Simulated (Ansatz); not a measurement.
Reaction (formal exchange of groups at a C–Sb bond): `C[CH2][SbH2]` + `[OH][InH][Cl]` → `C[CH2][In]([OH])[Cl]` + `[SbH3]`

Isolated molecules relaxed with PBE0-D4/def2-TZVP in Ansatz; ΔE leaves out vibrations. CBS: MP2 limit from def2 TZ/QZ plus the TZ coupled-cluster correction, frozen cores. DFT in def2-TZVPP. B3LYP here is the variant with VWN-RPA as its local correlation; programs differ in this. HSE06 is defined as in plane-wave codes. Elements past krypton have def2 core potentials. For In, Sb outer-core shells are correlated without core-valence functions, which leaves a few kJ/mol of doubt a bond. One conformer a species, not always the lowest.

| level | ΔE (kJ/mol) | difference from CCSD(T)/CBS |
| --- | --- | --- |
| LDA (SPW92) | -2.4 | 0.4 |
| PBE-D4 | -3.4 | -0.6 |
| revPBE-D4 | -0.1 | 2.7 |
| BLYP-D4 | -3.7 | -0.9 |
| r2SCAN-D4 | -2.5 | 0.3 |
| B97M-V | 1.7 | 4.5 |
| PBE0-D4 | -1.7 | 1.1 |
| B3LYP-D4 | -2.8 | 0.0 |
| r2SCANh-D4 | -2.0 | 0.8 |
| r2SCAN0-D4 | -1.4 | 1.4 |
| BHLYP-D4 | -1.2 | 1.6 |
| CAM-B3LYP-D4 | -2.2 | 0.6 |
| ωB97X-V | -0.8 | 2.0 |
| ωB97M-V | -1.2 | 1.6 |
| B2PLYP | -4.3 | -1.5 |
| PBE-QIDH | -1.6 | 1.2 |
| revPBE | -5.4 | -2.6 |
| BLYP | -7.0 | -4.2 |
| r2SCAN | -2.4 | 0.4 |
| PBE0 | -2.4 | 0.4 |
| B3LYP | -4.9 | -2.1 |
| r2SCANh | -1.9 | 0.9 |
| r2SCAN0 | -1.3 | 1.5 |
| HSE06 | -2.5 | 0.3 |
| BHLYP | -2.1 | 0.7 |
| CAM-B3LYP | -2.8 | 0.0 |
| LC-ωPBE | -0.2 | 2.6 |
| RPA@PBE/def2-TZVPP | -4.7 | -1.9 |
| HF/def2-SVP | -4.0 | -1.2 |
| CCSD/def2-SVP | -9.7 | -6.9 |
| HF/def2-TZVPP | 1.7 | 4.5 |
| MP2/def2-TZVPP | -4.3 | -1.5 |
| SCS-MP2/def2-TZVPP | -3.3 | -0.5 |
| CCSD/def2-TZVPP | -3.8 | -1.0 |
| CCSD(T)/def2-TZVPP | -4.2 | -1.4 |
| HF/def2-QZVPP | 2.1 | 4.9 |
| MP2/def2-QZVPP | -3.3 | -0.5 |
| SCS-MP2/def2-QZVPP | -2.3 | 0.5 |
| HF/CBS(def2) | 2.2 | 5.0 |
| CCSD/CBS(def2) | -2.4 | 0.4 |
| CCSD(T)/CBS | -2.8 | 0 |

Largest T1 diagnostic among the species: 0.015.

Leaving LDA and LC-ωPBE aside and taking each functional with its dispersion term where it has one, the values spread over 5.9 kJ/mol, from B2PLYP to B97M-V. At CCSD(T), def2-SVP lies −7.2 kJ/mol from the extrapolated value and def2-TZVPP −1.4 kJ/mol. From BLYP to BHLYP (50 % exact exchange), in def2-TZVPP and without D4, ΔE moves by +4.9 kJ/mol.
